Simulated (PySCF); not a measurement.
Q: Write Cartesian coordinates for `[SiH3]Oc1cnsn1` as optimised with PBE0-D3(BJ)/def2-SVP.

A: 
```xyz
11
C2H4N2OSSi angstrom
Si    -1.199   -0.586   -0.793
O     -0.150    0.381    0.147
C      1.159    0.163    0.141
C      2.096    0.932    0.913
N      3.334    0.544    0.756
S      3.338   -0.718   -0.303
N      1.713   -0.783   -0.577
H     -1.103   -2.007   -0.362
H     -2.540   -0.026   -0.487
H     -0.875   -0.433   -2.237
H      1.835    1.762    1.573
```

Any rigid rotation of these coordinates is as good. Atoms count from 1 in this order. The 5-membered ring C3–C4–N5–S6–N7 has internal angles of 97.7° to 113.9°; it is planar, 0.00 Å rms from its mean plane, widest ring torsion 0°. S6 (ring sulfur) is bent (angle 97.7°). Si1 (oxygen-bound silicon) is distorted tetrahedral (angles from 103.1° to 111.5°). The 7 heavy atoms lie in one plane (0.003 Å rms).

Bonds between heavy atoms (Å): Si1–O2 1.708, O2–C3 1.327, C3–C4 1.438, C4–N5 1.307, N5–S6 1.648, S6–N7 1.649, C3–N7 1.310.

Method used: PBE0-D3(BJ)/def2-SVP geometry optimisation, gas phase (PySCF 2.14.0).

Point group: Cs (every atom within 0.08 Å of its image). Stationary, but not proved a minimum. The numbers are those of one conformer (Si1–O2–C3–C4 180°).
